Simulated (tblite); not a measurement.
Compound: BH₁₀NSi₃.
Cartesian coordinates in Å at the GFN2-xTB level; atoms count from 1:
```
atom  x, y, z in Å
Si1    2.374   -0.302   -0.313
B2     0.782    0.758    0.113
N3    -0.536    0.248    0.112
Si4   -0.876   -1.433   -0.287
Si5   -1.834    1.367    0.532
H6     2.381   -0.916   -1.655
H7     2.628   -1.436    0.597
H8     3.634    0.462   -0.272
H9     0.888    1.901    0.398
H10   -0.163   -2.283    0.667
H11   -2.319   -1.634   -0.162
H12   -0.449   -1.670   -1.667
H13   -1.800    2.481   -0.416
H14   -3.100    0.645    0.425
H15   -1.616    1.821    1.907
```

Calculated harmonic vibrations of the isolated species, GFN2-xTB (tblite), most abundant isotopes, no scaling. Against measured fundamentals such values can be off by several per cent, at times by over 20. Modes of hydrogen on boron and silicon can be 10 to 20 % off. The optimisation stopped once no atom felt more than 0.01 eV/Å.

Lowest wavenumbers of the output (negative numbers stand for imaginary wavenumbers):
```
mode    cm-1
  1     -58.9
  2      23.6
  3      74.3
  4     110.2
  5     139.3
  6     230.8
  7     280.3
  8     290.5
```

Problem. Is this structure a minimum?

Solution. Not by this Hessian. 1 mode is imaginary beyond 20i (59i cm⁻¹), so at this level the point lies at or near a first-order saddle. The curvature is small, so loose convergence or finite differences may be the whole cause.

Problem. Which atoms move in the imaginary mode?

Solution. 59i: H12 (Si–H hydrogen) 19 %, H10 (Si–H hydrogen) 19 %, H7 (Si–H hydrogen) 15 %, H6 (Si–H hydrogen) 15 %. These are shares of the mass-weighted motion.

Problem. What is the remedy?

Solution. Step along that mode in both directions, optimise again with tighter thresholds and repeat the frequencies. The zero-point energy of this point (56.5 kcal/mol) counts the 38 real modes alone, and thermal corrections from it aren't those of a minimum.

Time: 0.5 s wall. Hardware: one thread, Arm Neoverse V1 (aarch64), no GPU, shared host with 32 logical CPUs at a one-minute load of 27. This covers the Hessian and the dipole derivatives.
